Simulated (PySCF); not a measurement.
2-chloroprop-1-ene (C3H5Cl), SMILES CC(Cl)=C. Geometry optimised at PBE-D3(BJ)/def2-SVP.

All values below come from PBE-D3(BJ)/def2-SVP in PySCF 2.14.0.

Harmonic wavenumbers (cm⁻¹): 205, 341, 388, 440, 632, 681, 842, 902, 969, 1016, 1152, 1328, 1357, 1388, 1405, 1667, 2971, 3050, 3083, 3093, 3200. Rotational constants (GHz): 9.131, 4.884, 3.248; symmetry number 1.

Problem. Work out the zero-point energy and the ideal-gas rigid-rotor harmonic-oscillator thermochemistry at 298.15 K and 1 atm.

Solution. ZPE = ½ Σ hcν = ½ × 30111 cm⁻¹ = 43.05 kcal/mol. H − E(el) = 46.69 kcal/mol. Entropy in cal/(mol K): translation 38.92, rotation 25.21, vibration 6.50, total 70.63. G − E(el) = 25.63 kcal/mol. Cp = 18.69 cal/(mol K).
